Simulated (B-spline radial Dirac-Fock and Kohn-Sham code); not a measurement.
**Kohn-Sham estimates against Dirac-Fock for the levels of Nd³⁺**

System: the Nd³⁺ ion, configuration [Xe] 4f2 5d1 (an excited configuration).

The density-functional columns are spherical, spin-unpolarised Dirac-Kohn-Sham results without Breit or QED terms: −ε is minus the orbital energy of the initial state and ΔSCF the difference of two total energies. The reference in the last column comes from ΔSCF Dirac-Fock with Breit, self-energy and vacuum polarisation, finite nucleus, configuration average. All numbers are from a radial B-spline solver, in eV; a selection of levels is shown. For the 1s level of heavy atoms much of the gap between ΔSCF and the reference is the Breit and QED part, -174.4 eV here; for other levels the error of the functional can be larger.

| level | LDA −ε | LDA ΔSCF | Dirac-Fock |
| --- | --- | --- | --- |
| K (1s) | 43352.1 | 43775.7 | 43614.1 |
| L1 (2s) | 7043.2 | 7121.8 | 7180.7 |
| L2 (2p1/2) | 6668.5 | 6766.9 | 6770.7 |
| L3 (2p3/2) | 6149.2 | 6239.2 | 6257.1 |
| M1 (3s) | 1560.3 | 1587.0 | 1630.2 |
| M2 (3p1/2) | 1399.9 | 1427.7 | 1455.7 |
| M3 (3p3/2) | 1296.3 | 1322.8 | 1351.3 |
| M4 (3d3/2) | 1015.6 | 1045.8 | 1050.8 |
| M5 (3d5/2) | 993.2 | 1022.9 | 1028.9 |
| N1 (4s) | 341.5 | 354.1 | 374.5 |
| N2 (4p1/2) | 280.8 | 293.2 | 306.7 |
| N3 (4p3/2) | 257.8 | 269.9 | 283.7 |
| N4 (4d3/2) | 157.6 | 169.1 | 170.1 |
| N5 (4d5/2) | 153.5 | 164.9 | 166.0 |
| N6,7 (4f) | 37.90 | 47.71 | 44.70 |
| O1 (5s) | 71.40 | 78.49 | 81.14 |
| O2 (5p1/2) | 53.87 | 60.49 | 59.34 |
| O3 (5p3/2) | 50.18 | 56.57 | 55.65 |
| O4,5 (5d) | 26.10 | 31.16 | 30.06 |

Values without a named source are computed, but for edge energies of neutral atoms, which are taken from tables.
